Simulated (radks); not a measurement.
Spherical jellium clusters: N electrons in a uniform positive sphere of charge N and radius rs N^(1/3), rs = 2.98 bohr. Calculated with a radial shooting solver with Libxc functionals: non-relativistic Kohn-Sham, PBE, spin-polarised, spherical densities. Levels are named by radial order and angular momentum (1s, 1p, 1d, 2s, ...), and open shells are averaged over m.

N = 17, configuration 1s2 1p6 1d(up 5, down 4). This is the lowest configuration that the search found. Occupied and some empty levels:

level    occupation  eigenvalue (eV)  <r> (bohr)
1s up             1          -7.2083       4.645
1s down           1          -7.1560       4.562
1p up             3          -5.5791       5.741
1p down           3          -5.4702       5.707
1d up             5          -3.6923       6.575
1d down           4          -3.5624       6.571
2s up             0          -3.1891       5.872
2s down           0          -3.1481       5.892
1f up             0          -1.6362       7.476
1f down           0          -1.5063       7.512
2p up             0          -1.1914       8.207
2p down           0          -1.1358       8.253

Energy (eV): total -27.0350, kinetic 49.890, external -1199.9, Hartree 586.05, exchange-correlation -78.882, background 615.79.

Electron density:

r (bohr)  n(r) (e/bohr^3)
0.570            0.004856
1.21             0.005336
1.84             0.006159
2.48             0.007271
3.11             0.008515
3.75             0.009637
4.38              0.01032
5.02              0.01027
5.65             0.009338
6.29             0.007620
6.92             0.005504
7.56             0.003497
8.19             0.001985
8.83             0.001045
9.46            0.0005251
10.1            0.0002573
10.7            0.0001257
11.4           0.00006021
12.0           0.00002898
12.6           0.00001370
